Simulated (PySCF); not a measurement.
# Reading the logs of faulty runs: H3N2OSi anion

These are calculations, not measurements. They come from PySCF 2.14.0, an open-source quantum chemistry program, on an isolated molecule that a program drew, which may never have been made. The molecule is H3N2OSi anion (charge -1, singlet), drawn as the SMILES string `N=[Si](N)[O-]`.

Each row is a Hartree-Fock (HF) and frozen-core CCSD(T) single point in the aug-cc-pV(D+d)Z basis, meant for a local HF minimum. Run 1 is clean. Each other run has one planted mistake out of seven kinds, and not every kind appears here: one electron removed, one electron added, multiplicity raised by two, geometry at a saddle point, minimal basis STO-3G, one bond length entered in bohr, all coordinates scaled. The reference is restricted for singlets and unrestricted otherwise, and also for a bond in bohr. Adding or removing an electron swaps singlet and doublet. Electrons count all cores. HOMO and LUMO are orbital energies over both spins, the gradient is its largest component, and the lowest frequency (negative if imaginary) is given only where the gradient is small. Bond lengths are over the 6 bonds as drawn. T1 is the CCSD diagnostic: over 0.02 (restricted) or 0.045 (unrestricted) a single reference is doubtful.

Geometry of the clean run:
```xyz
7
H3N2OSi anion, angstrom
N    -1.0985   -1.5996   -0.3443
Si    0.2046   -1.2000   -1.2182
N    -0.0666   -0.7772   -2.8747
O     1.6907   -1.1205   -0.8482
H    -1.9820   -1.5757   -0.8229
H     0.6892   -0.5207   -3.4710
H    -0.9592   -0.7649   -3.3155
```

| run | electrons | basis functions | <S^2> | HOMO (eV) | LUMO (eV) | gradient (hartree/bohr) | lowest frequency (cm^-1) | mean bond (Å) | longest bond (Å) | T1 | HF (hartree) | CCSD(T) (hartree) | mistake |
|---|---|---|---|---|---|---|---|---|---|---|---|---|---|
| 1 | 40 | 128 | 0.000 | -4.26 | 3.70 | 1.2e-05 | 63 | 1.3134 | 1.731 | 0.0177 | -474.55140 | -475.26406 | no fault |
| 2 | 39 | 128 | 0.761 | -10.93 | -0.63 | 1.1e-01 | - | 1.3134 | 1.731 | 0.0268 | -474.47702 | -475.14008 | one electron removed |
| 3 | 40 | 27 | 0.000 | 2.26 | 16.83 | 4.2e-02 | - | 1.3134 | 1.731 | 0.0218 | -468.41062 | -468.62821 | minimal basis STO-3G |
| 4 | 40 | 128 | 0.743 | -4.37 | 3.61 | 2.6e-02 | - | 1.4610 | 1.881 | 0.0566 | -474.40493 | -475.11857 | one bond length entered in bohr |
| 5 | 40 | 128 | 2.008 | 0.23 | 3.22 | 9.4e-02 | - | 1.3134 | 1.731 | 0.0386 | -474.46545 | -475.13909 | ? |
| 6 | 40 | 128 | 0.000 | -4.26 | 3.72 | 8.5e-02 | - | 1.2569 | 1.657 | 0.0163 | -474.53264 | -475.23103 | ? |

**Which mistake was planted in run 5, and what did it cost?**

Electrons, basis and geometry are unchanged, and <S^2> is 2.008, beside S(S+1) = 2.00 for a multiplicity of 3. So the mistake is: multiplicity raised by two. Subtracting run 1 and multiplying by 627.51 kcal/mol a hartree, the energy moved by 53.9 kcal/mol in HF and 78.4 kcal/mol in CCSD(T).

**Which mistake was planted in run 6, and what did it cost?**

The mean and the longest bond both change by the same factor, 0.957, and the gradient is no longer small. So the mistake is: all coordinates scaled. Subtracting run 1 and multiplying by 627.51 kcal/mol a hartree, the energy moved by 11.8 kcal/mol in HF and 20.7 kcal/mol in CCSD(T).

Cautions from the logs. Run 3: T1 is over the limit, so its CCSD(T) energy is less reliable and the HOMO is above zero, so the electron isn't bound and the energy depends on the basis; run 4: T1 is over the limit, so its CCSD(T) energy is less reliable; run 5: the HOMO is above zero, so the electron isn't bound and the energy depends on the basis.
